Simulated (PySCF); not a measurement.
CH5AlFNO, SMILES [O](C)[Al]([F])[NH2]. Atoms are numbered in the order given.

```xyz
10

Al    -0.0423    -0.5011     0.0000
F     -1.6873    -0.7553     0.0000
O      0.5826     1.0639     0.0000
C      0.1494     2.3903     0.0000
H      0.5301     2.9235     0.8903
H     -0.9535     2.4827     0.0000
H      0.5301     2.9235    -0.8903
N      1.0394    -1.8843     0.0000
H      0.7438    -2.8542     0.0000
H      2.0518    -1.8258     0.0000
```

Geometry: r2SCAN-D4/def2-SVP. The structure was generated by enumeration; whether it is a known compound was not checked. One conformer was computed; it need not be the lowest.

Two levels are set side by side: PBE/pcSseg-1 (PySCF) and KT2/pcSseg-1 (PySCF). GIAO shifts against CFCl3 (¹⁹F), H2O (¹⁷O), NH3 (¹⁵N), TMS (¹H), TMS (¹³C) at the same level; non-relativistic, no solvent, atoms listed together averaged. Differences are taken from unrounded values.

```json
[
 {"quantity": "δ(¹⁹F) of F2 (ppm)", "KT2": "-234.5", "PBE": "-227.2", "PBE minus KT2": "7.3"},
 {"quantity": "δ(¹⁷O) of O3 (ppm)", "KT2": "4.8", "PBE": "8.7", "PBE minus KT2": "3.8"},
 {"quantity": "δ(¹³C) of C4 (ppm)", "KT2": "58.2", "PBE": "58.5", "PBE minus KT2": "0.3"},
 {"quantity": "δ(¹⁵N) of N8 (ppm)", "KT2": "-1.7", "PBE": "0.4", "PBE minus KT2": "2.0"},
 {"quantity": "δ(¹H) of H9, H10 (ppm)", "KT2": "0.24", "PBE": "0.18", "PBE minus KT2": "-0.06"}
]
```

Rough cost on one machine, each run with all the roots and properties that it gave: KT2 against PBE within a factor of 2.
